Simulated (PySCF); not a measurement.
## Broadened absorption spectrum of C2H7NOSi

Species: C2H7NOSi.
SMILES: `NC[SiH2]C=O`

Computed with TDDFT B3LYP/def2-SVPD, vertical, gas phase, core orbitals frozen in the response (PySCF 2.14.0, density-fitted response routines). The structure is a single PBE0-D3(BJ)/def2-SVP conformer in the gas phase; no vibrational or solvent corrections. Torsions of this conformer, `[NH2:1][CH2:2][SiH2:3][CH:4]=[O:5]`: N1–C2–Si3–C4 -60°, C2–Si3–C4–O5 -157°, H–N1–C2–Si3 170°, H–N1–C2–Si3 -70°.

Broadening: Gaussians 0.3 eV wide at half height, area fixed by f = 4.319×10⁻⁹ ∫ε dν̃. The width is an assumption, not a result. The curve ends short of the highest state used, and states not computed would add to its high-energy end.

```tsv
E (eV)	ε (L mol⁻¹ cm⁻¹)
2.69	0
2.79	2
2.90	15
3.00	48
3.10	82
3.21	72
3.31	34
3.42	7
3.52	1
3.62	0
3.73	0
3.83	0
3.94	0
4.04	0
4.15	1
4.25	17
4.35	135
4.46	645
4.56	1403
4.67	1619
4.77	966
4.87	311
4.98	44
5.08	4
5.19	0
5.29	2
5.40	27
5.50	136
5.60	372
5.71	558
5.81	488
5.92	590
6.02	1195
6.12	1719
6.23	1469
6.33	1047
```

**Question.** Where are the band maxima, and which computed states make them?

**Answer.** 395 nm (3.14 eV), ε about 85, made up of S1 (100%); 267 nm (4.64 eV), ε about 1700, made up of S2 (100%); 217 nm (5.72 eV), ε about 560, made up of S3 (98%); 202 nm (6.14 eV), ε about 1700, made up of S4 (87%) and S5 (12%) (ε in L mol⁻¹ cm⁻¹; maxima over ε = 5, shares over 10%). The states used: S1 3.14 eV (f 0.0009); S2 4.64 eV (f 0.019); S3 5.71 eV (f 0.0061); S4 6.12 eV (f 0.017); S5 6.26 eV (f 0.0034); S6 6.49 eV (f 0.0025); S7 6.51 eV (f 0.0084); S8 6.79 eV (f 0.0027); S9 6.86 eV (f 0.041); S10 6.93 eV (f 0.019).

**Question.** Does any computed singlet lie in the visible range?

**Answer.** S1 lies in the visible range (380 to 750 nm), at 395 nm, f = 0.0009; light of that wavelength is violet, and its complementary colour is yellow-green; a Tamm–Dancoff triplet lies at 499 nm, without intensity as long as spin–orbit coupling is left out.

**Question.** On this curve, what absorbance would a 10⁻⁴ mol/L sample give at 355 nm over a 1 cm path?

**Answer.** 355 nm is 3.493 eV, where ε is about 1.7 L mol⁻¹ cm⁻¹, so A = ε c l ≈ 0.00017 (Beer–Lambert, with the gas-phase spectrum and the assumed width).

**Question.** What would ε be at 6.14 eV, the highest of these maxima, with half the width (0.15 eV)?

**Answer.** About 3070 L mol⁻¹ cm⁻¹ against 1740, a factor of about 1.8; a lone state at its own centre would give exactly 2.

All these states lie below the vertical ionisation energy of 8.76 eV (ΔSCF).
